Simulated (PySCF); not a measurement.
C₃H₅BO₂. Atoms are numbered in the order given.

```xyz
11

C      0.0117     2.5541     0.0000
C      0.7011     1.3972     0.0000
B     -0.0041     0.0165     0.0000
O     -1.3486    -0.1042     0.0000
C      0.7519    -1.4179     0.0000
O      0.0615    -2.4253     0.0000
H     -1.0850     2.5509     0.0000
H      0.5005     3.5356     0.0000
H      1.7990     1.4514     0.0000
H     -1.5590    -1.0599     0.0000
H      1.8728    -1.5245     0.0000
```
Charge 0, spin multiplicity 1.

Coordinates come from a r2SCAN-D4/def2-SVP optimisation. The structure was generated by enumeration, and PubChem lists no compound with its InChIKey, so it may never have been made. One conformer was computed; it need not be the lowest.

These are B3LYP/pcSseg-1 (PySCF) values and carry that method's errors.

GIAO shieldings, no solvent; atoms listed in one row are averaged. δ = σ(ref) − σ: ¹³C against TMS (σ = 181.3 ppm); ¹¹B against BF3 (σ = 86.3 ppm); ¹⁷O against H2O (σ = 333.8 ppm); ¹H against TMS (σ = 31.68 ppm), references at their B3LYP-D3(BJ)/def2-TZVP geometries, non-relativistic.

Q: Estimate the chemical shifts. (Estimate from the structure and the level; the computed values follow.)

A: 
```csv
nucleus,atoms,count,δ (ppm)
¹³C,C5,1,244.2
¹³C,C1,1,159.2
¹³C,C2,1,141.3
¹¹B,B3,1,13.4
¹⁷O,O6,1,876.6
¹⁷O,O4,1,163.9
¹H,H11,1,11.53
¹H,H7,1,7.53
¹H,H10,1,7.28
¹H,H8,1,7.15
¹H,H9,1,6.88
```
